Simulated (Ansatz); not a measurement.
A structure relaxed at PBE0-D4/def2-TZVP, charge 0, multiplicity 1:

Cartesian coordinates in Å:
```
N -0.239 -1.562 0.492
Mo 0.098 0.070 0.047
N -1.040 0.652 -1.111
O 1.814 0.153 -0.747
O -0.021 1.124 1.615
H -0.759 -2.427 0.459
H -1.844 0.573 -1.718
H 2.427 -0.570 -0.595
H -0.437 1.987 1.558
```

Problem. Give its formula and SMILES.

Solution. H4MoN2O2, `[NH]=[Mo](=[NH])([OH])[OH]`.

Problem. Point group (tolerance 0.08 Å, 0.16 Å for H)?

Solution. C2.

Problem. Summarise the bond lengths by kind.

Solution. 2 × Mo–N 1.725 Å; 2 × H–N 1.010 Å; 2 × Mo–O 1.892 Å; 2 × H–O 0.960 Å.

Results of the Gaussian-basis code of Ansatz.
